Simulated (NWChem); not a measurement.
# Electron attachment to BiCl3

```
Bi
Cl 1 2.4588
Cl 1 2.4588 2 99.09
Cl 1 2.4588 2 99.09 3 -100.82
```
Charge 0, spin multiplicity 1.

Everything below was run with NWChem. The geometry was optimised at PBE0/def2-SVP with def2 effective core potentials on Bi, a minimum by its harmonic frequencies.

Basis set: def2-SVPD. The species with one electron more has spin multiplicity 2 and keeps the geometry of the parent. Δ marks differences of total energies (open shells unrestricted). −ε marks an orbital energy of the parent. That orbital need not have the symmetry of the hole or added electron in the Δ rows. The basis adds only a small set of diffuse functions.

Effective core potentials replace the inner electrons of Bi; spin-orbit coupling is left out. The correlated methods keep 19 core orbitals frozen. The structure started from a generated list of species. No SCF solution was tested for a lower state.

### Question
One of these methods gave a vertical electron affinity of 1.00 eV. Which?
A) −ε(LUMO) of BLYP
B) G0W0@PBE
C) evGW0@PBE
D) ΔB2PLYP

### Answer
D, ΔB2PLYP. The others give 0.53 (G0W0@PBE), 0.32 (evGW0@PBE), 3.37 (−ε(LUMO) of BLYP).
